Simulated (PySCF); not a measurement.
SnH3, SMILES [SnH3], multiplicity 2. Coordinates come from a PBE-D3(BJ)/def2-TZVPD optimisation. The multiplicity is an assumed one; other spin states were not compared. The isomer is the one that the SMILES or the coordinates give; other isomers of the formula were not compared. The def2 effective core potentials stand for the cores of Sn; spin–orbit coupling is left out.

Computed equilibrium geometry at PBE-D3(BJ)/def2-TZVPD (PySCF confirms it by a frequency run) as a Z-matrix, and its point group:
point group C3v.
```
Sn
H 1 1.7320
H 1 1.7320 2 109.28
H 1 1.7320 2 109.28 3 119.53
```
Charge 0, spin multiplicity 2.
